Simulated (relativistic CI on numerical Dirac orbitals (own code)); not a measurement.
Tc20+: computed level list

These numbers are calculated, not measured: Dirac-Coulomb-Breit CI, separate exchange-only KLI orbitals for each configuration, QED by a radiative potential, unscaled Slater integrals (own radial code, finite nucleus).

Configurations in the expansion (outside the closed core [Ne]): 3s2 3p6 3d5, 3s2 3p5 3d6, 3s2 3p4 3d7, 3s 3p6 3d6, 3p6 3d7, 3s 3p5 3d7, 3s2 3p6 3d4 4s, 3s2 3p6 3d4 4p, 3s2 3p6 3d4 4d, 3s2 3p6 3d4 4f, 3s2 3p5 3d5 4s, 3s2 3p6 3d3 4s2, 3s2 3p6 3d4 5s, 3s2 3p6 3d3 4p2, 3s2 3p6 3d3 4s 4d, 3p6 3d6 4s. Levels of other configurations are missing.

The lowest level is 3s2 3p6 3d5 6S_5/2, with 92 % of that term; Hund's rules for 3s2 3p6 3d5 give 6S with J = 5/2, in agreement.

| No. | Configuration | Term | J | E (cm⁻¹) | % | Next component (%) | Lifetime (s) |
| --- | --- | --- | --- | --- | --- | --- | --- |
| 1 | 3s2 3p6 3d5 | 6S | 5/2 | 0 | 92 | 7 4P |  |
| 2 | 3s2 3p6 3d5 | 4G | 5/2 | 90388 | 29 | 20 4P | 7.20e-04 |
| 3 | 3s2 3p6 3d5 | 4G | 7/2 | 106335 | 76 | 10 2F | 1.07e-02 |
| 4 | 3s2 3p6 3d5 | 4P | 3/2 | 107689 | 58 | 35 4D | 4.66e-04 |
| 5 | 3s2 3p6 3d5 | 4G | 11/2 | 108464 | 88 | 10 2H |  |
| 6 | 3s2 3p6 3d5 | 4G | 5/2 | 108961 | 50 | 25 4P | 6.75e-04 |
| 7 | 3s2 3p6 3d5 | 4G | 9/2 | 111887 | 92 | 4 4F | 1.38e-01 |
| 8 | 3s2 3p6 3d5 | 4P | 1/2 | 116479 | 77 | 19 4D | 3.14e-02 |
| 9 | 3s2 3p6 3d5 | 4D | 7/2 | 132111 | 78 | 15 4G | 2.20e-03 |
| 10 | 3s2 3p6 3d5 | 4D | 5/2 | 140030 | 53 | 21 2D | 8.06e-04 |
| 11 | 3s2 3p6 3d5 | 4D | 1/2 | 144554 | 80 | 18 4P | 1.23e-03 |
| 12 | 3s2 3p6 3d5 | 4D | 3/2 | 147526 | 57 | 34 4P | 6.68e-04 |
| 13 | 3s2 3p6 3d5 | 2I | 11/2 | 156078 | 76 | 16 2H | 1.83e-03 |
| 14 | 3s2 3p6 3d5 | 2D | 3/2 | 164925 | 56 | 37 4F | 5.39e-04 |
| 15 | 3s2 3p6 3d5 | 2F | 7/2 | 165468 | 47 | 34 4F | 2.27e-03 |
| 16 | 3s2 3p6 3d5 | 2F | 5/2 | 166676 | 27 | 24 4P | 2.24e-04 |
| 17 | 3s2 3p6 3d5 | 2I | 13/2 | 166801 | 100 |  | 1.74e-02 |
| 18 | 3s2 3p6 3d5 | 4F | 9/2 | 170881 | 42 | 41 2G | 1.72e-03 |
| 19 | 3s2 3p6 3d5 | 4F | 5/2 | 184930 | 59 | 26 2F | 8.59e-04 |
| 20 | 3s2 3p6 3d5 | 2H | 9/2 | 191693 | 57 | 37 4F | 4.76e-04 |
| 21 | 3s2 3p6 3d5 | 2F | 7/2 | 196798 | 45 | 27 4F | 4.13e-04 |
| 22 | 3s2 3p6 3d5 | 4F | 3/2 | 200411 | 56 | 38 2D | 6.18e-04 |
| 23 | 3s2 3p6 3d5 | 2G | 7/2 | 205104 | 70 | 26 2F | 9.07e-04 |
| 24 | 3s2 3p6 3d5 | 2F | 5/2 | 209727 | 66 | 19 2D | 4.72e-04 |
| 25 | 3s2 3p6 3d5 | 2H | 11/2 | 216444 | 74 | 21 2I | 3.14e-04 |
| 26 | 3s2 3p6 3d5 | 2F | 7/2 | 222281 | 62 | 27 4F | 7.28e-04 |
| 27 | 3s2 3p6 3d5 | 2G | 9/2 | 223418 | 53 | 30 2H | 7.44e-04 |
| 28 | 3s2 3p6 3d5 | 2D | 5/2 | 230314 | 41 | 40 2F | 2.31e-04 |
| 29 | 3s2 3p6 3d5 | 2S | 1/2 | 231513 | 91 | 4 2P | 3.39e-04 |
| 30 | 3s2 3p6 3d5 | 2D | 3/2 | 256009 | 95 | 3 4D | 2.51e-04 |
| 31 | 3s2 3p6 3d5 | 2D | 5/2 | 268821 | 78 | 16 2F | 2.21e-04 |
| 32 | 3s2 3p6 3d5 | 2G | 9/2 | 288373 | 99 | 1 3s2 3p4 3d7 2G | 5.03e-04 |
| 33 | 3s2 3p6 3d5 | 2G | 7/2 | 293858 | 93 | 6 2F | 3.52e-04 |
| 34 | 3s2 3p6 3d5 | 2P | 3/2 | 337593 | 84 | 14 2D | 4.61e-04 |
| 35 | 3s2 3p6 3d5 | 2P | 1/2 | 348454 | 95 | 4 2S | 2.57e-04 |
| 36 | 3s2 3p6 3d5 | 2D | 5/2 | 372578 | 98 | 1 3s2 3p4 3d7 2D | 1.70e-04 |
| 37 | 3s2 3p6 3d5 | 2D | 3/2 | 380993 | 84 | 15 2P | 1.64e-04 |
| 38 | 3p5 3d6(5D) | 6F° | 11/2 | 1183581 | 94 | 6 4G° | 5.19e-09 |
| 39 | 3p5 3d6(5D) | 6F° | 9/2 | 1212328 | 62 | 35 6D° | 1.47e-09 |
| 40 | 3p5 3d6(3P) | 4P° | 5/2 | 1225723 | 60 | 26 6D° | 4.16e-10 |
| 41 | 3p5 3d6(3F) | 4F° | 9/2 | 1230235 | 38 | 36 6D° | 2.70e-10 |
| 42 | 3p5 3d6(5D) | 6F° | 7/2 | 1231351 | 47 | 34 6D° | 1.21e-10 |
| 43 | 3p5 3d6(5D) | 6D° | 3/2 | 1249041 | 46 | 41 4P° | 1.40e-10 |
| 44 | 3p5 3d6(5D) | 4P° | 1/2 | 1251627 | 43 | 41 6D° | 2.49e-10 |
| 45 | 3p5 3d6(5D) | 6F° | 5/2 | 1257345 | 45 | 16 4F° | 1.21e-10 |
| 46 | 3p5 3d6(5D) | 4F° | 7/2 | 1261547 | 41 | 33 6D° | 4.41e-11 |
| 47 | 3p5 3d6(3F) | 4G° | 11/2 | 1273067 | 48 | 35 4H° | 1.89e-10 |
| 48 | 3p5 3d6(3G) | 4H° | 13/2 | 1273881 | 85 | 14 4I° | 8.06e-11 |
| 49 | 3p5 3d6(3F) | 4F° | 3/2 | 1280217 | 38 | 28 6F° | 1.17e-10 |
| 50 | 3p5 3d6(3D) | 4D° | 1/2 | 1286762 | 37 | 31 2P° | 3.01e-10 |
| 51 | 3p5 3d6(3F) | 4F° | 5/2 | 1291527 | 36 | 22 6D° | 2.05e-11 |
| 52 | 3p5 3d6(3P) | 4D° | 7/2 | 1292193 | 54 | 19 2F° | 4.74e-11 |
| 53 | 3p5 3d6(3F) | 4G° | 9/2 | 1299719 | 44 | 35 4H° | 5.35e-11 |
| 54 | 3p5 3d6(3D) | 4D° | 3/2 | 1305320 | 32 | 23 4F° | 8.45e-11 |
| 55 | 3p5 3d6(3P) | 4D° | 7/2 | 1307308 | 44 | 14 4G° | 2.04e-11 |
| 56 | 3p5 3d6(3H) | 4I° | 15/2 | 1310239 | 96 | 4 2K° | 1.55e-09 |
| 57 | 3p5 3d6(3H) | 4H° | 11/2 | 1315406 | 47 | 41 4G° | 3.56e-11 |
| 58 | 3p5 3d6(5D) | 6P° | 5/2 | 1319011 | 31 | 20 4D° | 8.78e-12 |
| 59 | 3p5 3d6(3D) | 4D° | 7/2 | 1320120 | 35 | 15 2F° | 1.89e-11 |
| 60 | 3p5 3d6(5D) | 6P° | 3/2 | 1323784 | 62 | 13 4P° | 4.63e-12 |
| 61 | 3p5 3d6(3F) | 2G° | 9/2 | 1328400 | 40 | 20 4G° | 5.13e-11 |
| 62 | 3p5 3d6(1D) | 2D° | 5/2 | 1329141 | 34 | 24 4D° | 4.25e-11 |
| 63 | 3p5 3d6(3H) | 4H° | 9/2 | 1331694 | 30 | 20 4F° | 2.60e-11 |
| 64 | 3p5 3d6(5D) | 6F° | 1/2 | 1340758 | 40 | 31 2P° | 6.61e-11 |
| 65 | 3p5 3d6(3H) | 4H° | 7/2 | 1341584 | 52 | 13 2F° | 1.83e-11 |
| 66 | 3p5 3d6(3D) | 2F° | 5/2 | 1348256 | 28 | 27 4D° | 1.34e-11 |
| 67 | 3p5 3d6(3H) | 4I° | 13/2 | 1350155 | 48 | 40 2I° | 3.74e-11 |
| 68 | 3p5 3d6(1G) | 2H° | 11/2 | 1350933 | 48 | 21 2I° | 2.68e-11 |
| 69 | 3p5 3d6(3P) | 2D° | 3/2 | 1351251 | 32 | 24 4F° | 1.49e-11 |
| 70 | 3p5 3d6(1S) | 2P° | 3/2 | 1353617 | 37 | 22 4D° | 1.33e-11 |

Energies count from the lowest computed level; ° marks odd parity; lifetimes are radiative, by E1, M1, E2, M2, E3 decay to levels of this space only; some are left blank where a channel outside the calculation adds to the decay or the decay crosses a small, uncertain gap. Percentages are summed over parent terms; the parents shown are those of the largest component, closed shells are left out there.

The mean weight of the leading LS term, summed over parents, in these 70 levels is 59 %, and that of the leading jj configuration (from the same eigenvectors) 57 %.

At this charge energies of transitions that change n are usually good to better than 1 %, and those within a shell (Δn = 0) to a few per cent. Terms inside the open d or f shell come out 10 to 20 % too wide with unscaled integrals.

LS names give the leading component of a level, which can be under half, so a name can repeat, a term be missing and a line seem to break the LS rules.
